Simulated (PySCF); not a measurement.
Computed shifts of a molecule C3H7BFN, PBE0/pcSseg-1 (PySCF), GIAO, gas phase, equivalent atoms averaged, in ppm (number of nuclei): ¹³C: 170.5 (1), 116.3 (1), 9.2 (1). ¹⁵N: 113.3 (1). ¹⁹F: -103.1 (1). ¹H: 7.22 (1), 5.21 (1), 5.11 (1), 4.12 (1), 0.68 (3). References: ¹³C against TMS (σ = 186.3 ppm); ¹¹B against BF3 (σ = 88.8 ppm); ¹⁵N against NH3 (σ = 267.4 ppm); ¹⁹F against CFCl3 (σ = 167.2 ppm); ¹H against TMS (σ = 31.56 ppm), references at their B3LYP-D3(BJ)/def2-TZVP geometries, non-relativistic. Coordinates come from a ωB97X-D3(BJ)/def2-SVP optimisation. Other conformers were not sampled.

### Question
Pick the molecule that these values belong to.
A. NB1CC[C@@H]1F
B. FB1CCCN1
C. C=CB(N)CF
D. CB(N)/C=C\F

### Answer
D, CB(N)/C=C\F
